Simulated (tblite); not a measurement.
C6H13B3S.
Bonds: C1–B2, B2–B3, B3–S4, S4–B5, B5–C6, C6–C7, C7–C8, C8–C9, B5–C10, B2–C10, C6–C9. Hydrogens: H11, H12, H13 on C1; H14 on B3; H15 on C6; H16, H17 on C7; H18, H19 on C8; H20, H21 on C9; H22, H23 on C10.

Computed with GFN2-xTB (tblite), gas phase: L-BFGS steps from a force-field or distance-geometry start until the largest atomic force falls under 0.01 eV/Å.

Step 29: E = -718.4687 eV
```
atom  x, y, z in Å  |  force x, y, z in eV/Å
C1      2.8359    1.1298   -0.2527   -0.026   0.006  -0.005
B2      1.9099    0.3964    0.7909    0.019   0.056   0.060
B3      2.1352   -1.0148    1.6549    0.095   0.022  -0.025
S4      0.5602   -1.6476    2.1841   -0.037  -0.123   0.007
B5     -0.3563   -0.3692    1.2468   -0.013  -0.019  -0.027
C6     -1.5528   -0.8287    0.3447    0.075  -0.100  -0.018
C7     -0.9791   -1.0519   -1.0945   -0.018  -0.045   0.081
C8     -1.9727   -0.0177   -1.6407    0.064  -0.043  -0.028
C9     -2.5755    0.1702   -0.2429    0.076  -0.074   0.062
C10     0.4510    0.9638    1.1087    0.044   0.001   0.016
H11     3.8925    0.9579   -0.0557   -0.001  -0.009  -0.053
H12     2.6449    0.7757   -1.2668    0.001  -0.035   0.027
H13     2.6645    2.2043   -0.2708    0.017   0.035  -0.036
H14     3.0742   -1.6618    1.9291   -0.011   0.020   0.057
H15    -2.0348   -1.7301    0.7282   -0.032  -0.002  -0.033
H16     0.0743   -0.7804   -1.2017   -0.116  -0.006  -0.051
H17    -1.1059   -2.0686   -1.4644   -0.056   0.073  -0.011
H18    -2.6587   -0.4108   -2.3863   -0.055  -0.004  -0.018
H19    -1.4991    0.8731   -2.0436    0.029   0.055  -0.022
H20    -2.5067    1.1785    0.1611   -0.014  -0.004  -0.040
H21    -3.6025   -0.1791   -0.1554   -0.001   0.072  -0.006
H22     0.5479    1.4321    2.0912   -0.085   0.095  -0.005
H23     0.0489    1.7059    0.4192    0.046   0.029   0.066
```

Step 30: E = -718.4729 eV
```
atom  x, y, z in Å  |  force x, y, z in eV/Å
C1      2.8376    1.1318   -0.2499   -0.039  -0.001  -0.014
B2      1.9157    0.4043    0.7998    0.019   0.015   0.056
B3      2.1399   -1.0086    1.6592    0.143  -0.038   0.025
S4      0.5654   -1.6545    2.1778   -0.027  -0.086  -0.025
B5     -0.3513   -0.3745    1.2419   -0.014   0.001  -0.013
C6     -1.5529   -0.8261    0.3446    0.105  -0.129  -0.039
C7     -0.9824   -1.0527   -1.0947   -0.021  -0.044   0.009
C8     -1.9724   -0.0175   -1.6434    0.025  -0.017  -0.009
C9     -2.5729    0.1727   -0.2455    0.063  -0.069   0.098
C10     0.4535    0.9612    1.1082    0.014   0.018   0.045
H11     3.8963    0.9600   -0.0613   -0.030   0.003  -0.066
H12     2.6309    0.7631   -1.2569    0.034   0.007   0.040
H13     2.6631    2.2063   -0.2741    0.037   0.008  -0.057
H14     3.0815   -1.6534    1.9392   -0.047   0.048   0.040
H15    -2.0370   -1.7258    0.7287   -0.037  -0.012  -0.030
H16     0.0703   -0.7841   -1.2108   -0.098  -0.016  -0.024
H17    -1.1173   -2.0670   -1.4658   -0.039   0.029  -0.007
H18    -2.6649   -0.4082   -2.3850   -0.021   0.000  -0.026
H19    -1.4973    0.8731   -2.0459    0.022   0.038  -0.030
H20    -2.5035    1.1808    0.1566   -0.024   0.019  -0.028
H21    -3.5977   -0.1803   -0.1552   -0.031   0.091  -0.011
H22     0.5412    1.4221    2.0957   -0.091   0.112  -0.021
H23     0.0494    1.7043    0.4200    0.055   0.022   0.084
```

Step 31: E = -718.4772 eV
```
atom  x, y, z in Å  |  force x, y, z in eV/Å
C1      2.8384    1.1340   -0.2478   -0.038  -0.004  -0.014
B2      1.9217    0.4115    0.8088    0.026  -0.024   0.054
B3      2.1468   -1.0031    1.6641    0.136  -0.085   0.077
S4      0.5709   -1.6636    2.1696    0.012  -0.027  -0.069
B5     -0.3457   -0.3806    1.2363   -0.004   0.016   0.014
C6     -1.5519   -0.8256    0.3442    0.090  -0.114  -0.049
C7     -0.9866   -1.0543   -1.0945   -0.024  -0.034  -0.084
C8     -1.9721   -0.0176   -1.6461   -0.028   0.021   0.014
C9     -2.5696    0.1740   -0.2467    0.034  -0.035   0.089
C10     0.4567    0.9585    1.1089   -0.019   0.028   0.076
H11     3.8994    0.9627   -0.0688   -0.050   0.013  -0.067
H12     2.6188    0.7517   -1.2473    0.050   0.038   0.034
H13     2.6615    2.2085   -0.2786    0.050  -0.018  -0.073
H14     3.0896   -1.6437    1.9543   -0.062   0.063   0.024
H15    -2.0407   -1.7218    0.7287   -0.032  -0.034  -0.019
H16     0.0641   -0.7884   -1.2204   -0.045  -0.022   0.001
H17    -1.1299   -2.0646   -1.4673   -0.026  -0.046  -0.013
H18    -2.6714   -0.4050   -2.3844    0.019   0.005  -0.018
H19    -1.4954    0.8731   -2.0489    0.009   0.005  -0.024
H20    -2.5013    1.1834    0.1510   -0.019   0.030  -0.005
H21    -3.5940   -0.1793   -0.1559   -0.042   0.095  -0.007
H22     0.5344    1.4133    2.1004   -0.093   0.116  -0.024
H23     0.0514    1.7040    0.4236    0.057   0.013   0.084
```

Step 32: E = -718.4819 eV
```
atom  x, y, z in Å  |  force x, y, z in eV/Å
C1      2.8385    1.1363   -0.2464   -0.027  -0.010  -0.006
B2      1.9288    0.4173    0.8180    0.031  -0.054   0.055
B3      2.1566   -0.9987    1.6712    0.082  -0.097   0.111
S4      0.5776   -1.6753    2.1580    0.063   0.032  -0.106
B5     -0.3392   -0.3875    1.2298    0.006   0.022   0.039
C6     -1.5501   -0.8269    0.3430    0.036  -0.063  -0.050
C7     -0.9924   -1.0567   -1.0958   -0.028  -0.024  -0.164
C8     -1.9727   -0.0173   -1.6489   -0.073   0.054   0.033
C9     -2.5660    0.1749   -0.2468   -0.007   0.018   0.042
C10     0.4605    0.9553    1.1113   -0.039   0.027   0.098
H11     3.9016    0.9669   -0.0787   -0.055   0.019  -0.054
H12     2.6086    0.7416   -1.2384    0.047   0.054   0.007
H13     2.6595    2.2105   -0.2846    0.052  -0.035  -0.079
H14     3.0995   -1.6308    1.9770   -0.052   0.058   0.012
H15    -2.0465   -1.7180    0.7283   -0.011  -0.057  -0.008
H16     0.0559   -0.7940   -1.2306    0.025  -0.026   0.017
H17    -1.1447   -2.0631   -1.4691   -0.017  -0.126  -0.031
H18    -2.6780   -0.4011   -2.3849    0.051   0.012  -0.004
H19    -1.4936    0.8729   -2.0531   -0.008  -0.032  -0.006
H20    -2.5003    1.1869    0.1444    0.001   0.029   0.027
H21    -3.5916   -0.1756   -0.1574   -0.038   0.084   0.007
H22     0.5280    1.4044    2.1059   -0.090   0.113  -0.009
H23     0.0552    1.7050    0.4310    0.054   0.001   0.066
```

Question: Estimate the geometry and energy of step 33. (The exact step hangs on the optimiser's Hessian estimate; all steps are aligned on step 32, rigid shifts and turns removed.)

Answer: E = -718.4877 eV, largest force 0.200 eV/Å
```
atom  x, y, z in Å  |  force x, y, z in eV/Å
C1      2.8377    1.1388   -0.2454   -0.013  -0.022   0.004
B2      1.9382    0.4219    0.8290    0.026  -0.064   0.056
B3      2.1707   -0.9947    1.6824   -0.003  -0.062   0.116
S4      0.5873   -1.6898    2.1405    0.111   0.074  -0.127
B5     -0.3313   -0.3959    1.2217    0.009   0.022   0.047
C6     -1.5479   -0.8294    0.3404   -0.041   0.010  -0.046
C7     -1.0008   -1.0605   -1.1001   -0.029  -0.021  -0.197
C8     -1.9751   -0.0161   -1.6519   -0.095   0.065   0.042
C9     -2.5624    0.1767   -0.2464   -0.050   0.074  -0.024
C10     0.4652    0.9510    1.1161   -0.038   0.018   0.108
H11     3.9033    0.9732   -0.0921   -0.043   0.017  -0.027
H12     2.5984    0.7316   -1.2292    0.029   0.057  -0.033
H13     2.6570    2.2124   -0.2933    0.040  -0.043  -0.074
H14     3.1131   -1.6130    2.0104   -0.024   0.034   0.008
H15    -2.0545   -1.7139    0.7277    0.026  -0.072  -0.004
H16     0.0457   -0.8019   -1.2427    0.088  -0.035   0.022
H17    -1.1634   -2.0638   -1.4718   -0.007  -0.185  -0.055
H18    -2.6854   -0.3958   -2.3862    0.065   0.019   0.009
H19    -1.4918    0.8721   -2.0587   -0.024  -0.061   0.018
H20    -2.5002    1.1919    0.1365    0.034   0.021   0.068
H21    -3.5902   -0.1689   -0.1596   -0.026   0.061   0.027
H22     0.5208    1.3939    2.1134   -0.081   0.105   0.027
H23     0.0610    1.7072    0.4427    0.046  -0.014   0.033
```

The energy changes by -0.0058 eV. The first-order estimate −F·Δx gives -0.0077 eV and the mean of the old and new forces, exact on a quadratic surface, -0.0057 eV. The step makes an angle of 76° with the force vector and moves no atom by more than 0.040 Å.

What follows is the cost of the whole relaxation. Hardware: an Arm Neoverse N1 with one thread, shared host with 64 logical CPUs at a one-minute load of 60. Cost: 1.5 s wall.
